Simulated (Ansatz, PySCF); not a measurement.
Noncovalent pair: HI (SMILES I) (first 2 atoms) with H4OSi (SMILES O[SiH3]); geometry from B3LYP-D3(BJ)/def2-TZVP.
(charge 0, multiplicity 1):
```xyz
8

I     -0.423    -1.170    -0.633
H     -0.576    -0.960     0.973
O     -0.660    -0.554     2.948
Si     0.192     0.703     3.624
H     -1.258    -1.066     3.499
H     -0.724     1.721     4.190
H      0.980     1.273     2.516
H      1.085     0.218     4.703
```

Interaction energies are E(AB) − E(A) − E(B) at the monomers' geometry in the complex; basis-set methods are counterpoise corrected. Rows marked so take none.

Rows in 3-21G carry no dispersion term and start afresh at each structure; the Pople sets are all-electron and without relativity.

The values were computed with Ansatz (a first-principles code) with Gaussian orbitals; PySCF for 3-21G rows, the dispersion terms. Values without a source in brackets are computed. In def2 rows elements past Kr take small-core potentials, without spin–orbit coupling.

Problem. One of these levels gives -2.79 kcal/mol for the interaction energy. Which?
(A) BHLYP-D3(BJ)/def2-TZVPPD
(B) HF/3-21G (no counterpoise)
(C) PBE/def2-TZVPPD
(D) B3LYP/3-21G (no counterpoise)

Solution. C, PBE/def2-TZVPPD. The others give -4.70 (HF/3-21G (no counterpoise)), -7.09 (B3LYP/3-21G (no counterpoise)), -3.62 (BHLYP-D3(BJ)/def2-TZVPPD)
